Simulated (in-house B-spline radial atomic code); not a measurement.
# Ionising Cd2+ with different functionals

Computed with a radial B-spline atomic code at the basis-set limit: scalar-relativistic (spin-free X2C) Hamiltonian, Fermi nucleus of rms radius 4.6087 fm, spin-polarised at highest spin, spherical fractional occupations for the functionals, the average over the highest-spin determinants for Hartree-Fock. The ionisation energy is the difference of two self-consistent energies, [Kr] 4d10 → [Kr] 4d9, without Breit or QED terms; ε is the level of the shell that loses the electron (its least bound occupied spin orbital). There is no spin-orbit coupling in this Hamiltonian.

Hybrids are left out here: with spherical fractional occupations of an open shell their exact exchange keeps a self-interaction that integer-occupation calculations don't have.

| method | rung | ΔSCF (eV) | -ε(4d) (eV) |
| --- | --- | --- | --- |
| Hartree-Fock | Hartree-Fock | ? | ? |
| LDA VWN5 | LDA | 38.08 | 30.71 |
| LDA PW92 | LDA | 38.07 | 30.70 |
| LDA exchange-only | LDA | 36.39 | 29.11 |
| PBE | GGA | 37.80 | 30.44 |
| PBEsol | GGA | 37.80 | 30.43 |
| BLYP | GGA | 37.70 | 30.34 |
| RPBE | GGA | 37.72 | 30.35 |
| PW91 | GGA | 37.89 | 30.52 |
| BP86 | GGA | 37.89 | 30.53 |
| AM05 | GGA | 37.80 | 30.42 |
| OLYP | GGA | 37.91 | 30.51 |
| TPSS | meta-GGA | 37.72 | 30.36 |
| SCAN | meta-GGA | ? | ? |
| r2SCAN | meta-GGA | 38.07 | 30.74 |
| revTPSS | meta-GGA | 37.66 | 30.30 |

Q: What does Hartree-Fock give?

A: ΔSCF 36.08 eV, and -ε(4d) = 38.07 eV.

Q: What does SCAN give?

A: ΔSCF 38.04 eV, and -ε(4d) = 30.72 eV.

Q: How do they compare with the NIST value?

A: NIST lists 37.47 eV ± 0.006 (measured, ground level to ground level). Errors run from -1.39 to +0.61 eV; revTPSS is closest (+0.20 eV), but part of that can be cancellation, since the calculations leave out spin-orbit coupling, Breit-QED terms, multiplet and fine-structure energies. Hartree-Fock also lacks correlation.
